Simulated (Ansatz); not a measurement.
W₆S₁₅, a cluster, relaxed as a singlet with RKS PBE-D4/def2-SVP in Ansatz, starting from the GFN2-xTB geometry. Force threshold 0.03 eV/Å.

In the def2 sets W takes a core potential; there is no spin–orbit coupling. Single mean-field runs in def2-SVP are fitted with def2-universal-jkfit. The relaxation made no stability test and no search for a lower SCF solution.

Start:

```
atom   x (Å)   y (Å)   z (Å)
  W1   2.634   0.462  -1.972
  W2   0.373  -1.217  -0.949
  W3  -1.671  -2.873  -0.096
  W4   0.863   1.324  -0.035
  W5  -1.237  -0.114   0.981
  W6  -0.965   2.414   2.071
  S7   2.777  -0.541   0.142
  S8   0.434   0.913  -2.647
  S9   3.048  -1.431  -3.306
 S10   4.176   1.891  -2.523
 S11   0.084  -2.459   1.406
 S12  -2.262  -1.003  -1.383
 S13   1.516  -2.529  -2.591
 S14  -3.469  -2.864   1.422
 S15  -1.752  -4.825  -1.047
 S16   0.656   0.815   2.631
 S17  -1.688   2.267  -0.155
 S18   1.633   3.531   0.466
 S19  -3.141  -1.001   2.119
 S20  -2.435   2.940   3.582
 S21   0.426   4.303   1.884
```

Problem. Estimate the energy that the relaxation releases and the steps that it takes.

Solution. 259.5 kJ/mol, in 13 steps; 62 s on 2 threads of AMD EPYC 7R13 on a shared host and a share (18 GiB) of an NVIDIA H100 80GB HBM3. The force fell under the threshold at step 11, but the optimiser went on. No frequencies were taken in this run, so the end may be a saddle point.

Problem. Does the start keep its bonding and symmetry?

Solution. By distances, no bond broke or formed. The bond that changes most is S9–S13, from 2.02 to 2.58 Å (atoms count from 1). Point group C3h at the start, C3h at the end, both within 0.05 Å.

Problem. Predict the relaxed structure.

Solution. 
```xyz
21

W     2.691    0.210   -2.153
W     0.343   -1.345   -0.990
W    -1.908   -2.876    0.103
W     0.975    1.397   -0.091
W    -1.318   -0.051    1.081
W    -0.783    2.666    2.049
S     2.515   -0.508    0.073
S     0.432    0.785   -2.406
S     3.316   -1.436   -3.536
S     3.872    2.006   -2.208
S     0.016   -2.226    1.278
S    -2.068   -0.933   -1.201
S     1.298   -2.643   -2.469
S    -3.678   -3.153    1.446
S    -1.410   -4.530   -1.177
S     0.595    0.795    2.367
S    -1.489    2.088   -0.112
S     1.771    3.398    0.284
S    -3.069   -0.756    2.185
S    -2.462    2.523    3.385
S     0.362    4.589    2.090
```
Bond lengths (bridged metal pairs left out): 30 × S–W 2.15 to 3.19 Å.
